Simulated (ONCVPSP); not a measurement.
# PBE ONCV dataset for lutetium (Lu), scalar-relativistic all-electron reference.

- Element: Lu
- Generator: ONCVPSP 4.0.1
- Type: optimised norm-conserving Vanderbilt (ONCV)
- Functional: PBE
- Relativity: scalar-relativistic
- Frozen core: [Kr] 4d10
- Valence charge: 25
- Reference configuration: 4f14 5s2 5p6 5d1 6s1 (charge +1)
- Partial waves: 5s+6s: rc 2.15 bohr, ncon 4, nbas 7, qcut 4.6 1/bohr, 2 projectors; 5p: rc 2.15 bohr, ncon 4, nbas 8, qcut 5.1 1/bohr, 3 projectors, debl 3.1 Ha; 5d: rc 3.45 bohr, ncon 3, nbas 7, qcut 5.1 1/bohr, 2 projectors, debl 0.3 Ha; 4f: rc 0.90 bohr, ncon 3, nbas 8, qcut 16.1 1/bohr, 2 projectors, debl 2.6 Ha
- Local potential: polynomial inside 0.60 bohr (lpopt 5, dvloc0 0 Ha)
- Core correction: none

**Question.** Does the generator finish with these settings?

**Answer.** Yes, a potential is produced and its reference levels are reproduced.

**Question.** Estimate the cutoffs (Ha) at which the residual kinetic energy of the hardest occupied pseudo-wave falls to 1 and 0.1 mHa per electron.

**Answer.** 125 Ha and 366 Ha.

**Question.** Does the potential have ghost states?

**Answer.** Ghosts flagged at negative energy: s at -713.6 eV, p at -184.3 eV, d at -78.1 eV; GHOST(+) flagged for s at 71.8 eV. A true bound ghost makes a file unfit for plane-wave use.

**Question.** Which valence shell sets the plane-wave cutoff?

**Answer.** 4f: 125 Ha for 1 mHa per electron, against 9 Ha for 5p.

**Question.** Tests: 4f14 5s2 5p6 5d1 6s2; 4f14 5s2 5p6 5d1 6s0; 4f14 5s2 5p6 5d0 6s0; 4f14 5s2 5p6 5d2 6s0. Which has the largest error in its energy relative to the reference configuration, and how large is it?

**Answer.** 4f14 5s2 5p6 5d0 6s0, with +59 meV (all-electron minus pseudo) on +33.24 eV.
